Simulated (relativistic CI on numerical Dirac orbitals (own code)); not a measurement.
**Lu4+ (4f13) in a crystal field**

Calculated by Dirac-Coulomb-Breit CI, orbitals from a KLI potential per configuration, model QED, valence Slater integrals scaled by 0.75, one configuration in a parametric crystal field (own radial code).

Field parameters in Wybourne normalisation; cubic f-shell fields have B⁴₄ = √(5/14) B⁴₀ and B⁶₄ = −√(7/2) B⁶₀. The field is a parameter set, without covalency.

S and J are read from ⟨S²⟩ = S(S + 1) and ⟨J²⟩ = J(J + 1) of each level; they are not fictitious spins.

D3h, B20 = 680, B40 = -1050, B60 = -320, B66 = 110 cm⁻¹, the lowest 7 levels:

```csv
E (cm⁻¹),Degeneracy,S,J
0.0,2,0.50,3.50
42.2,2,0.50,3.50
150,2,0.50,3.50
490,2,0.50,3.50
11556,2,0.50,2.50
11691,2,0.50,2.50
11992,2,0.50,2.50
```

Principal g values of the ground doublet: 0.00, 0.00, 3.43.

D3h, B20 = 1360, B40 = -710, B60 = 210, B66 = 680 cm⁻¹, the lowest 7 levels:

| E (cm⁻¹) | Degeneracy | S | J |
| --- | --- | --- | --- |
| 0.0 | 2 | 0.50 | 3.50 |
| 53.2 | 2 | 0.50 | 3.50 |
| 169 | 2 | 0.50 | 3.50 |
| 782 | 2 | 0.50 | 3.50 |
| 11583 | 2 | 0.50 | 2.50 |
| 11647 | 2 | 0.50 | 2.50 |
| 12258 | 2 | 0.50 | 2.50 |

Principal g values of the ground doublet: 1.15, 4.58, 4.58.

Oh, B40 = 3430, B60 = 1030 cm⁻¹, the lowest 5 levels:

```csv
E (cm⁻¹),Degeneracy,Irrep,S,J
0.0,2,Γ6,0.50,3.50
920,4,Γ8,0.50,3.50
1521,2,Γ7,0.50,3.50
12157,4,Γ8,0.50,2.50
13090,2,Γ7,0.50,2.50
```

Principal g values of the ground doublet: 2.67, 2.67, 2.67.

The next free-ion level lies 11573 cm⁻¹ above the lowest; the field splits the ground level into components whose J stays near 7/2 as long as their spread is small against that gap.

Levels of this model without a field, named by their leading LS term (the scale mimics covalency, so terms lie below those of the real free ion): 2F°_7/2 0, 2F°_5/2 11573 cm⁻¹.
